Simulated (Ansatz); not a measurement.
A nudged elastic band was laid between two geometries of BrH + H4Si (7 atoms, charge 0, multiplicity 1).

All numbers below come from RKS B3LYP-D4/def2-mTZVP in Ansatz 0.2.0.

```
movable images  : 5
climbing image  : yes
spring          : 5.0 eV/Å²
optimiser       : quadratic models (default)
start path      : through a guess of the saddle point
force threshold : 0.03 eV/Å
iteration limit : 60
end points      : relaxed
```

Image 0:

```xyz
7
Properties=species:S:1:pos:R:3
Si -0.854 -0.680 -0.352
H 0.380 -0.309 0.388
H -0.535 -1.778 -1.292
H -1.879 -1.122 0.620
H -1.336 0.505 -1.097
H 1.669 1.134 0.763
Br 2.556 2.250 0.971
```

Image 6:

```xyz
7
Properties=species:S:1:pos:R:3
Si -0.845 0.190 -0.659
H 1.845 -1.167 1.705
H -0.038 -0.895 -1.251
H -1.372 -0.218 0.658
H -1.951 0.563 -1.564
H 1.885 -0.459 1.482
Br 0.477 1.986 -0.372
```

What changes between the two ends?

Bonds broken: Si1–H2, H6–Br7. Bonds formed: Si1–Br7, H2–H6. BrH + H4Si becomes BrH3Si + H2.

What energy profile does the band end with?

The forces met the threshold. The highest image is number 3 of 0 to 6, 1.81 eV above the first end and 2.51 eV above the last; the last end lies 0.70 eV below the first. Neighbouring images differ by up to 1.7 eV, so the band resolves the path poorly. A vibrational analysis at the climbing image gives 2 clearly imaginary modes (1109i, 172i cm⁻¹): a point of higher order, so a lower path passes nearby. The orbitals stay closed-shell, which can raise the energy where a bond breaks towards radicals; this wasn't checked here.

```json
{"image": "0", "path coordinate (Å)": "0.00", "energy (eV)": "0.00", "Si1–H2 (Å)": "1.49", "H6–Br7 (Å)": "1.44", "Si1–Br7 (Å)": "4.69"}
{"image": "1", "path coordinate (Å)": "0.89", "energy (eV)": "0.01", "Si1–H2 (Å)": "1.49", "H6–Br7 (Å)": "1.44", "Si1–Br7 (Å)": "4.22"}
{"image": "2", "path coordinate (Å)": "1.78", "energy (eV)": "0.41", "Si1–H2 (Å)": "1.50", "H6–Br7 (Å)": "1.47", "Si1–Br7 (Å)": "3.46"}
{"image": "3", "path coordinate (Å)": "2.67", "energy (eV)": "1.81", "Si1–H2 (Å)": "1.70", "H6–Br7 (Å)": "1.82", "Si1–Br7 (Å)": "2.86"}
{"image": "4", "path coordinate (Å)": "3.58", "energy (eV)": "0.14", "Si1–H2 (Å)": "2.25", "H6–Br7 (Å)": "2.23", "Si1–Br7 (Å)": "2.36"}
{"image": "5", "path coordinate (Å)": "4.49", "energy (eV)": "-0.63", "Si1–H2 (Å)": "2.98", "H6–Br7 (Å)": "2.82", "Si1–Br7 (Å)": "2.25"}
{"image": "6", "path coordinate (Å)": "5.40", "energy (eV)": "-0.70", "Si1–H2 (Å)": "3.83", "H6–Br7 (Å)": "3.38", "Si1–Br7 (Å)": "2.25"}
```

What is the geometry of the highest image?


```xyz
7
Properties=species:S:1:pos:R:3
Si -0.511 -0.257 -0.263
H 0.771 -0.658 0.783
H -0.067 -1.341 -1.161
H -1.447 -0.670 0.800
H -1.137 0.808 -1.063
H 1.106 0.192 0.707
Br 1.285 1.927 0.197
```

Time of the run: 110 s on 2 threads of Arm Neoverse N1, with other jobs on the host, peak memory 0.15 GiB.
